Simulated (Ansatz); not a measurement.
# Relative stability

The two ends of one reaction step of GeH6O3, closed shell (PBE0-D4/def2-TZVP).

A:

```tsv
atom	x (Å)	y (Å)	z (Å)
Ge1	-1.0635	-0.4814	-0.6883
O2	2.1229	-0.9535	0.4738
H3	-0.1269	-0.1747	-1.8582
H4	-1.0781	-1.9541	-0.2744
H5	-2.4707	0.0897	-0.9197
H6	1.4146	-0.3964	0.8256
O7	-0.4072	0.3432	0.8004
O8	-0.2877	1.7300	0.4399
H9	2.7599	-0.3402	0.1025
H10	-0.8634	2.1377	1.0986
```

B:

```json
{"atom": "Ge1", "x (Å)": "-0.2904", "y (Å)": "-0.8426", "z (Å)": "-1.1226"}
{"atom": "O2", "x (Å)": "1.1696", "y (Å)": "-0.4933", "z (Å)": "-0.1249"}
{"atom": "H3", "x (Å)": "0.1529", "y (Å)": "-1.8094", "z (Å)": "-2.2385"}
{"atom": "H4", "x (Å)": "-1.2767", "y (Å)": "-1.4917", "z (Å)": "-0.1576"}
{"atom": "H5", "x (Å)": "-0.8140", "y (Å)": "0.4630", "z (Å)": "-1.7395"}
{"atom": "H6", "x (Å)": "0.7550", "y (Å)": "0.3813", "z (Å)": "1.3894"}
{"atom": "O7", "x (Å)": "0.2406", "y (Å)": "0.8581", "z (Å)": "2.0720"}
{"atom": "O8", "x (Å)": "-0.9586", "y (Å)": "1.1144", "z (Å)": "1.3414"}
{"atom": "H9", "x (Å)": "1.9342", "y (Å)": "-0.2511", "z (Å)": "-0.6508"}
{"atom": "H10", "x (Å)": "-0.9128", "y (Å)": "2.0713", "z (Å)": "1.2314"}
```

Program: Ansatz 0.2.0. Basis: def2-TZVPP. Cores are frozen in the correlated methods. Filled d shells of the heavier atoms are correlated. The def2 sets are not built for correlating such inner shells, so the correlated values are less sure here. B3LYP uses VWN-RPA correlation.

**Question.** Which structure is lower at CCSD(T), and by how much? (An estimate is asked for; the value comes from the calculation.)

**Answer.** By the calculation: B, by 0.084 eV (electronic energy, against the other). By their contacts, A is a complex of GeH₄O₂ ([OH][O][GeH3]) + H₂O and B is a complex of GeH₄O ([OH][GeH3]) + H₂O₂ ([OH][OH]).

All methods give the same order:

```csv
method,E(B) − E(A) (eV)
SPW92,-0.119
PBE-D4,-0.066
BLYP-D4,-0.046
r2SCAN-D4,-0.071
B97M-V,-0.068
PBE0-D4,-0.106
B3LYP-D4,-0.083
r2SCAN0-D4,-0.106
BHLYP-D4,-0.120
CAM-B3LYP-D4,-0.107
wB97X-V,-0.103
wB97M-V,-0.099
B2PLYP,-0.078
PBE-QIDH,-0.109
RPA on PBE,-0.081
HF,-0.130
MP2,-0.076
CCSD,-0.096
CCSD(T),-0.084
```

The T1 diagnostic stays at or below 0.012.

Labels in which every atom is bracketed show which atoms are joined, not bond orders.

For scale, one of the runs: CCSD(T)/def2-TZVPP, 225 basis functions, launched by `ansatz run in.yaml --threads 4 --pin off --events-out ev --progress --plain --max-ram 9574MiB`. Hardware: 4 CPU threads of an Arm Neoverse V2, shared host. Wall time 2.7 min; peak host memory 4 GiB.
